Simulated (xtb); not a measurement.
SnFI, SMILES [F][Sn][I] (connectivity only; charge and spin as stated), neutral, multiplicity 1. All values are semi-empirical tight-binding results from xtb (GFN2-xTB unless named), good for trends rather than for accurate numbers. Geometry optimised at GFN2-xTB.

Optimised geometry:

```xyz
3

Sn    -0.3595     1.2165     0.0000
F      1.5868     1.9123     0.0000
I      0.0697    -1.4724     0.0000
```
Charge 0, spin multiplicity 1.

For metal compounds this method's bond lengths and energies can be far off.

Computed properties:
The point group as xtb finds it is Cs. The orbital gap comes out as 4.49 eV and the zero-point energy is 1.0 kcal/mol. The G − E(el) at 298.15 K (modified RRHO) is -18.6 kcal/mol.

Computed atomic charges and the Wiberg bond orders between heavy atoms:
charges (e) Sn1 0.55, F2 -0.41, I3 -0.14. Bond orders Sn1–F2 1.05, Sn1–I3 1.38.
